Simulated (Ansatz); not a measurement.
Reaction (redistribution): `C=C[SiH2]O[SiH](F)F` + `BN[SiH2]F` → `BN[SiH2]C=C` + `F[SiH2]O[SiH](F)F`

Calculated with Ansatz (gas phase, PBE0-D4/def2-TZVP geometries, no zero-point term in ΔE). CCSD(T)/CBS is the MP2 limit (def2-TZVPP, def2-QZVPP) plus CCSD(T) − MP2 in def2-TZVPP, frozen cores. DFT in def2-TZVPP. B3LYP here is the variant with VWN-RPA as its local correlation; programs differ in this. Each species was taken in one conformer, which may not be the lowest.

`C=C[SiH2]O[SiH](F)F`:

```xyz
13

C     0.946   -0.312    1.804
C     1.157    0.833    1.161
Si    0.578    1.180   -0.561
O    -0.232   -0.123   -1.159
Si   -1.488   -1.102   -1.276
F    -1.392   -2.227   -0.165
F    -2.832   -0.313   -1.005
H     1.300   -0.475    2.818
H     0.410   -1.139    1.349
H     1.703    1.622    1.679
H     1.725    1.436   -1.467
H    -0.324    2.361   -0.584
H    -1.553   -1.738   -2.594
```

`BN[SiH2]F`:

Z-matrix (Å, degrees):
```
Si
N 1 1.727
F 1 1.598 2 110.7
H 1 1.480 2 109.5 3 -116.8
H 1 1.475 2 108.4 3 118.5
B 2 1.404 1 125.5 3 -100.6
H 2 1.011 1 117.4 3 78.3
H 6 1.197 2 118.6 1 -0.9
H 6 1.196 2 119.8 1 179.4
```

`BN[SiH2]C=C`:

Z-matrix (Å, degrees):
```
Si
N 1 1.747
C 1 1.856 2 111.3
H 1 1.482 2 105.9 3 122.0
H 1 1.489 2 110.3 3 -118.3
B 2 1.398 1 127.2 3 -119.5
H 2 1.011 1 116.2 3 59.6
C 3 1.331 1 122.4 2 -119.6
H 3 1.089 1 119.3 2 60.5
H 6 1.198 2 119.0 1 -0.4
H 6 1.198 2 119.7 1 179.5
H 8 1.087 3 122.4 1 -179.7
H 8 1.087 3 121.5 1 0.2
```

`F[SiH2]O[SiH](F)F`:

```xyz
9

F    -0.986    2.223   -0.700
Si   -1.299    0.665   -0.630
O    -0.198   -0.037    0.339
Si    1.233   -0.672    0.696
F     2.155   -0.670   -0.588
F     1.028   -2.178    1.121
H    -2.631    0.493   -0.020
H    -1.195    0.120   -1.998
H     1.894    0.057    1.780
```

(1) Is it downhill or uphill in electronic energy at CCSD(T)/CBS, and by how much? (Estimate.)

(2) What do these levels give: PBE0-D4, B3LYP-D4, ωB97M-V, SCS-MP2/def2-TZVPP, MP2/def2-QZVPP, HF/CBS(def2)? (Best estimate.)

Largest T1 diagnostic among the species: 0.012.

## Answers

(1) Ansatz gave: Nearly level: ΔE = -0.3 kcal/mol.

(2) The calculation gave: PBE0-D4 0.1, B3LYP-D4 0.3, ωB97M-V 0.1, SCS-MP2/def2-TZVPP -0.6, MP2/def2-QZVPP -0.6, HF/CBS(def2) -0.7 kcal/mol.

The D4 term adds +0.8 kcal/mol with B3LYP and +0.5 kcal/mol with PBE0; it sums over pairs of atoms, weighted by their polarisabilities, and B3LYP, whose exchange is more repulsive, gets the larger term.
